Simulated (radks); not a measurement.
The numbers below are computed, except where a source is named.
All-electron atom: La in [Xe] 5d1 6s2. Code: a radial shooting solver on a logarithmic mesh with Libxc functionals. Model: scalar-relativistic Kohn-Sham, r2SCAN, spin-polarised, spherical densities, finite nucleus; open shells are filled with parallel spins first (spin-orbit coupling, left out, can overturn this in heavy ions); meta-GGA in the generalised Kohn-Sham scheme; Fermi nuclear charge, rms radius 4.855 fm.

Normalised radial functions P(r) = r R(r), r in bohr:

```
   r/bohr * 5p down, o 6s down, + 5d down (the largest magnitude, 0.752, reaches the edge; | marks zero, & curves that meet)
 0.001206                             &
 0.001918                             &o
 0.003051                             &o
 0.004814                             &o
 0.007656                             +&
  0.01218                             + &
  0.01937                             +o *
   0.0308                             &    *
  0.04899                           o |+     *
  0.07791                           o |  + *
   0.1239                          *  o     +
   0.1971                  *          |   o +
   0.3134                           *+o
   0.4985                    +   o    |               *
   0.7928                       +     |o *
    1.261  *                          |        o +
    2.005  *                       o  |                    +
    3.189            o       *        |                 +
    5.072            o               *|         +
    8.067                       o     *  +
    12.83                            o&
```

5p down: eigenvalue -22.913 eV, 3 radial nodes at r = 0.109, 0.325, 0.829 bohr, <r> = 1.80 bohr, 90 % of the charge inside 2.62 bohr. 6s down: eigenvalue -3.534 eV, 5 radial nodes at r = 0.0309, 0.122, 0.321, 0.752, 1.87 bohr, <r> = 4.63 bohr, 90 % of the charge inside 6.77 bohr. 5d down (empty): eigenvalue -2.595 eV, 2 radial nodes at r = 0.306, 0.950 bohr, <r> = 3.10 bohr, 90 % of the charge inside 5.09 bohr.
